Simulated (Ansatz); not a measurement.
ClF₃Sn, SMILES `[F][Sn]([F])([F])[Cl]` at its PBE0-D4/def2-TZVP geometry, where that method's forces vanish. The species carries charge 0 and has multiplicity 1. Sn takes the def2 core potential.

```xyz
5

F     0.3386    0.8417   -1.6639
Sn    0.0320   -0.0082   -0.0133
F     0.2090   -1.8596   -0.2998
F     1.4201    0.5102    1.1465
Cl   -1.9997    0.5159    0.8304
```

What forces (eV/Å) does PBE-D4/def2-TZVPP give on these atoms in the Gaussian-basis code of Ansatz? (Best estimate.)

Computed: 
```
F1   0.125  0.350 -0.677
Sn2 -0.324  0.083  0.134
F3   0.071 -0.760 -0.117
F4   0.569  0.214  0.477
Cl5 -0.440  0.113  0.183
```
